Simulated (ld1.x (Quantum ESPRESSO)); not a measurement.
# LDA (PZ) TM dataset for lithium, scalar-relativistic all-electron reference.

The input file (ld1.x (Quantum ESPRESSO) 7.5):

```
&input
   title='Li', zed=3., rel=1, dft='PZ', iswitch=3,
   config='[He] 2s1 2p0',
   nld=2, rlderiv=4.55, eminld=-6.0, emaxld=5.0, deld=0.02
 /
 &inputp
   pseudotype=2, tm=.true., lloc=-1, rcloc=3.60,
   nlcc=.false.,
   file_pseudopw='Li.UPF', file_wfcaegen='ae.wfc', file_wfcncgen='nc.wfc', file_beta='beta', file_chi='chi'
 /
2
1S  1  0   2.00   0.00  0.65  0.65  0.0
2P  2  1   0.00   0.00  4.20  4.20  0.0
 &test
   configts(1)='1s2 2s1 2p0'
 /
```

Command:

```bash
ld1.x < Li.in > Li.out
```

The program printed (shortened: banner, matrices, multipoles, cross overlaps and the repeated all-electron block are left out):

```
Program LD1 v.7.5
     --------------------------- All-electron run ----------------------------

     Li
     scalar relativistic calculation

     atomic number is  3.00
     dft =PZ   lsd =0 sic =0 latt =0  beta=0.20 tr2=1.0E-14
     Exchange-correlation= PZ
                           (   1   1   0   0   0   0   0)
     mesh =1017 r(mesh) =  99.62247 a.u. xmin = -7.00 dx = 0.01250
     1 Ry =  13.60569312 eV, c = 137.03599908

     n l     nl                  e(Ry)          e(Ha)          e(eV)
     1 0     1S 1( 2.00)        -3.7559        -1.8779       -51.1013
     2 0     2S 1( 1.00)        -0.2114        -0.1057        -2.8768
     2 1     2P 1( 0.00)        -0.0829        -0.0415        -1.1282

     final scf error:  4.7E-15 reached in  14 iterations

     Etot =     -14.669720 Ry,      -7.334860 Ha,    -199.591708 eV

     Ekin =      14.477654 Ry,       7.238827 Ha,     196.978513 eV
     Encl =     -33.827029 Ry,     -16.913514 Ha,    -460.240172 eV
     Eh   =       7.982512 Ry,       3.991256 Ha,     108.607605 eV
     Exc  =      -3.302857 Ry,      -1.651428 Ha,     -44.937653 eV

     normalization and overlap integrals

     s(1S/1S) =  1.000000  <r> =   0.5887  <r2> =    0.4765  r(max) =   0.3638
     s(2S/2S) =  1.000000  <r> =   3.9312  <r2> =   18.4427  r(max) =   3.1233
     s(2P/2P) =  1.000000  <r> =   5.0086  <r2> =   30.9523  r(max) =   3.9114

     ------------------------ End of All-electron run ------------------------

     --------------------- Generating NC pseudopotential ---------------------

      Generating local potential from pseudized AE potential:
      Matching radius rcloc =   3.6000

      Local pseudo, rcloc= 3.584 Estimated cut-off energy=     1.79 Ry

      Wfc   1S  rcut= 0.655  Using Troullier-Martins method

      Wfc   2P  rcut= 4.164  Using Troullier-Martins method

       Warning: n=1, l=0 expected 0 nodes, found 1
       Setting wfc to zero for this iteration
       (This warning will only be printed once per wavefunction)

     ------------------- End of pseudopotential generation -------------------

     Computing logarithmic derivative in   4.57294
     Computing logarithmic derivative in   4.57294
     Computing the partial wave expansion
     R is outside the sphere for l=    0 j= 0.00
     R is outside the sphere for l=    1 j= 0.00

     ---------------------- Testing the pseudopotential ----------------------

     Li
     scalar relativistic calculation

     atomic number is  3.00   valence charge is  3.00
     dft =PZ   lsd =0 sic =0 latt =0  beta=0.20 tr2=1.0E-14
     mesh =1017 r(mesh) =  99.62247 xmin = -7.00 dx = 0.01250

     n l     nl             e AE (Ry)        e PS (Ry)    De AE-PS (Ry)
     1 0     1S   1( 2.00)       -3.75588       -3.75593        0.00005
     2 0     2S   1( 1.00)       -0.21144       -0.17721       -0.03423  !
     2 1     2P   1( 0.00)       -0.08292       -0.08292        0.00000

     eps = 1.9E-15  iter = 10

     Etot =     -14.669720 Ry,      -7.334860 Ha,    -199.591708 eV
     Etotps =   -14.389199 Ry,      -7.194599 Ha,    -195.775021 eV

     Ekin =      13.130507 Ry,       6.565254 Ha,     178.649654 eV
     Encl =     -13.625486 Ry,      -6.812743 Ha,    -185.384186 eV
     Ehrt =       7.709481 Ry,       3.854740 Ha,     104.892832 eV
     Ecxc =      -3.219343 Ry,      -1.609672 Ha,     -43.801398 eV
     Epseu=     -18.384357 Ry,      -9.192179 Ha,    -250.131924 eV

     ---------------------- End of pseudopotential test ----------------------
```

Generation and configuration tests took about 0.57 s on one core of a shared server CPU.

Transferability test of the new file with ld1.x, input:

```
&input
   title='Li', zed=3., rel=1, dft='PZ', iswitch=2,
   config='[He] 2s1 2p0'
 /
 &test
   file_pseudo='Li.UPF', nconf=7,
   configts(1)='1s2 2s1 2p0',
   configts(2)='1s2 2s0 2p0',
   configts(3)='1s2 2s0.5 2p0',
   configts(4)='1s2 2s0 2p1',
   configts(5)='1s1 2s1 2p0',
   configts(6)='1s2 2s1 2p0', lsdts(6)=1,
   configts(7)='1s2 2s0.5 2p0', lsdts(7)=1
 /
```

```bash
ld1.x < Li.test.in > Li.test.out
```

Pseudopotential blocks of its output, shortened (energy terms left out; the distinct warnings before each block abridged to one line each):

```
     BEWARE! Errors in PS-KS equations
     Warning: n=1, l=0 expected 0 nodes, found 1
     ---------------------- Testing the pseudopotential ----------------------

     n l     nl             e AE (Ry)        e PS (Ry)    De AE-PS (Ry)
     1 0     1S   1( 2.00)       -3.75588       -3.75593        0.00005
     2 0     2S   1( 1.00)       -0.21144       -0.17721       -0.03423  !
     2 1     2P   1( 0.00)       -0.08292       -0.08292        0.00000

     eps = 1.4E-15  iter = 10

     Etot =     -14.669720 Ry,      -7.334860 Ha,    -199.591708 eV
     Etotps =   -14.389199 Ry,      -7.194599 Ha,    -195.775021 eV

     ---------------------- End of pseudopotential test ----------------------

          ---------------------- Testing the pseudopotential ----------------------

     n l     nl             e AE (Ry)        e PS (Ry)    De AE-PS (Ry)
     1 0     1S   1( 2.00)       -4.37964       -4.30198       -0.07766  !
     2 0     2S   1( 0.00)       -0.47992       -0.39619       -0.08373  !
     2 1     2P   1( 0.00)       -0.33591       -0.30720       -0.02871  !

     eps = 4.0E-15  iter =  5

     Etot =     -14.284634 Ry,      -7.142317 Ha,    -194.352341 eV
     Etotps =   -14.059018 Ry,      -7.029509 Ha,    -191.282689 eV
     dEtot_ae =       0.385086 Ry
     dEtot_ps =       0.330180 Ry,   Delta E=       0.054906 Ry

     ---------------------- End of pseudopotential test ----------------------

          ---------------------- Testing the pseudopotential ----------------------

     n l     nl             e AE (Ry)        e PS (Ry)    De AE-PS (Ry)
     1 0     1S   1( 2.00)       -4.04129       -4.00760       -0.03369  !
     2 0     2S   1( 0.50)       -0.39112       -0.33686       -0.05427  !
     2 1     2P   1( 0.00)       -0.24726       -0.23728       -0.00998  !

     eps = 1.4E-15  iter = 14

     Etot =     -14.519452 Ry,      -7.259726 Ha,    -197.547213 eV
     Etotps =   -14.260901 Ry,      -7.130450 Ha,    -194.029442 eV
     dEtot_ae =       0.150268 Ry
     dEtot_ps =       0.128298 Ry,   Delta E=       0.021970 Ry

     ---------------------- End of pseudopotential test ----------------------

          ---------------------- Testing the pseudopotential ----------------------

     n l     nl             e AE (Ry)        e PS (Ry)    De AE-PS (Ry)
     1 0     1S   1( 2.00)       -3.86187       -3.80258       -0.05929  !
     2 0     2S   1( 0.00)       -0.24578       -0.19426       -0.05151  !
     2 1     2P   1( 1.00)       -0.11633       -0.10123       -0.01511  !

     eps = 3.5E-16  iter = 10

     Etot =     -14.540819 Ry,      -7.270410 Ha,    -197.837924 eV
     Etotps =   -14.295583 Ry,      -7.147792 Ha,    -194.501316 eV
     dEtot_ae =       0.128901 Ry
     dEtot_ps =       0.093616 Ry,   Delta E=       0.035285 Ry

     ---------------------- End of pseudopotential test ----------------------

          ---------------------- Testing the pseudopotential ----------------------

     n l     nl             e AE (Ry)        e PS (Ry)    De AE-PS (Ry)
     1 0     1S   1( 1.00)       -6.22139       -6.27641        0.05502  !
     2 0     2S   1( 1.00)       -0.90433       -0.77650       -0.12783  !
     2 1     2P   1( 0.00)       -0.74658       -0.70894       -0.03764  !

     eps = 1.1E-16  iter =  9

     Etot =      -9.717575 Ry,      -4.858788 Ha,    -132.214345 eV
     Etotps =    -9.400566 Ry,      -4.700283 Ha,    -127.901222 eV
     dEtot_ae =       4.952145 Ry
     dEtot_ps =       4.988632 Ry,   Delta E=      -0.036487 Ry

     ---------------------- End of pseudopotential test ----------------------

          ---------------------- Testing the pseudopotential ----------------------

     n l     nl             e AE (Ry)        e PS (Ry)    De AE-PS (Ry)
     1 0     1S   1( 1.00)       -3.74870       -3.74654       -0.00216
     2 0     2S   1( 1.00)       -0.23267       -0.19588       -0.03679  !
     2 1     2P   1( 0.00)       -0.09843       -0.09841       -0.00002
     1 0     1S   2( 1.00)       -3.73375       -3.73939        0.00564  !
     2 0     2S   2( 0.00)       -0.13828       -0.11018       -0.02810  !
     2 1     2P   2( 0.00)       -0.02980       -0.02878       -0.00102

     eps = 8.8E-15  iter = 16

     Etot =     -14.686855 Ry,      -7.343427 Ha,    -199.824837 eV
     Etotps =   -14.404377 Ry,      -7.202188 Ha,    -195.981532 eV
     dEtot_ae =      -0.017135 Ry
     dEtot_ps =      -0.015178 Ry,   Delta E=      -0.001956 Ry

     ---------------------- End of pseudopotential test ----------------------

          ---------------------- Testing the pseudopotential ----------------------

     n l     nl             e AE (Ry)        e PS (Ry)    De AE-PS (Ry)
     1 0     1S   1( 1.00)       -4.04109       -4.00551       -0.03557  !
     2 0     2S   1( 0.50)       -0.41042       -0.35395       -0.05647  !
     2 1     2P   1( 0.00)       -0.26344       -0.25297       -0.01047  !
     1 0     1S   2( 1.00)       -4.03167       -4.00101       -0.03065  !
     2 0     2S   2( 0.00)       -0.33796       -0.28728       -0.05068  !
     2 1     2P   2( 0.00)       -0.20150       -0.19226       -0.00923  !

     eps = 3.8E-15  iter = 14

     Etot =     -14.526142 Ry,      -7.263071 Ha,    -197.638236 eV
     Etotps =   -14.266855 Ry,      -7.133427 Ha,    -194.110446 eV
     dEtot_ae =       0.143578 Ry
     dEtot_ps =       0.122344 Ry,   Delta E=       0.021234 Ry

     ---------------------- End of pseudopotential test ----------------------
```
